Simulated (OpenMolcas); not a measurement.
Computed levels of 2s² 2p in ions with 5 electrons, in cm-1 above ²P°_1/2.

```json
{"Program": "OpenMolcas 26.06", "Method": "MS-RASPT2, IPEA 0.25 Eh, imaginary shift 0.1 Eh", "Basis": "ANO-RCC-VQZP", "Scalar Hamiltonian": "DKH2, point nucleus", "Spin-orbit coupling": "state interaction with AMFI integrals over the reference wave functions, term energies averaged over their components"}
```

Active space for each ion: 3 electrons in 9 orbitals (RAS2 2s 2p; RAS3 3d, at most 2 electrons); closed shells correlated by CASPT2: 1s.

| Level | C+ | O3+ |
| --- | --- | --- |
| ²P°_3/2 | 57.3 | 352 |

Question: Estimate ²P°_3/2 for N2+ from its neighbours C+ and O3+.

Answer: ²P°_3/2 is fine structure, which grows about as the fourth power of a screened charge, so the fourth roots are averaged: ((57.3^0.25 + 352^0.25) / 2)^4 = 157. The calculation gives 158, so the estimate is off by -0.6 %; the measured value is 174 (Moore, Selected Tables of Atomic Spectra, NSRDS-NBS 3, section 5).

Active for correlation alone: 3d; no level in the range computed is led by a configuration that fills it, so any true level of that kind is missing. Computed and measured levels are paired by configuration, term and J; levels that our copy of the source lacks, or whose pairing is in doubt (as where it misses far off the trend of its configuration), stay unpaired and out of the deviations. Levels of configurations outside the active space are missing.

° marks odd parity.
